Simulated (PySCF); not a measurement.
**The halides of boron, BF₃ to BI₃**

Level: PBE0 in the def2-TZVP basis family, computed in PySCF with density fitting; scalar-relativistic core potentials for atoms from Rb on, none lighter, no spin–orbit coupling; open shells unrestricted.

Each entry is the lowest minimum that a search over a few typed start shapes (and spin states, where more than one is plausible) found, or that minimum re-optimised at the stated level; isomers with ligand–ligand bonds, or fragments after loss of a ligand pair, can lie lower.

| molecule | 2S+1 | point group | mean bond to B (Å) | lowest ω (cm⁻¹) | polar-tensor charge of B | atomisation (kJ/mol) |
| --- | --- | --- | --- | --- | --- | --- |
| BF₃ | 1 | D3h | 1.311 | 475 | 1.67 | 1950 |
| BCl₃ | 1 | D3h | 1.737 | 254 | 1.30 | 1380 |
| BBr₃ | 1 | D3h | 1.897 | 152 | 1.18 | 1180 |
| BI₃ | 1 | D3h | 2.112 | 102 | 1.03 | 967 |

The bond lengthens at every step; the largest change, 0.426 Å, falls between BF₃ and BCl₃ among the members listed.

Left out of the table are members whose search was unfinished or whose lowest solution was spin-contaminated, unstable, very soft or bonded differently.
